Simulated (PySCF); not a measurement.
C5H8. Atoms are numbered in the order given.

```xyz
13

C      2.2457     0.1173     0.0000
C      1.0035    -0.3778     0.0000
C     -0.2384     0.4234     0.0000
C     -1.4591    -0.0773     0.7495
C     -1.4591    -0.0773    -0.7495
H      2.4305     1.1963     0.0000
H      3.1209    -0.5371     0.0000
H      0.8623    -1.4670     0.0000
H     -0.0830     1.5072     0.0000
H     -1.3726    -1.0367     1.2680
H     -2.0704     0.6618     1.2745
H     -1.3726    -1.0367    -1.2680
H     -2.0704     0.6618    -1.2745
```

Geometry: B3LYP-D3(BJ)/def2-SVP. One conformer was computed; it need not be the lowest.

Method: PySCF with CAM-B3LYP/def2-TZVP.

```
Item                                                                                                           Result
---------------------------------------------------------------------------------------------  ----------------------
total energy                                                                                       -195.24352 hartree
point group                                                                                                        Cs
highest occupied level                                                                                       -8.15 eV
lowest empty level                                                                                            1.48 eV
orbital gap                                                                                                   9.63 eV
dipole moment                                                                                                  0.57 D
quadrupole, principal values (traceless, Buckingham form, about the centre of nuclear charge)  -3.34, -0.51, 3.85 D·Å
mean static polarisability                                                                       60.3 bohr³ (8.93 Å³)
polarisability, principal values                                                               48.4, 51.6, 80.8 bohr³
```
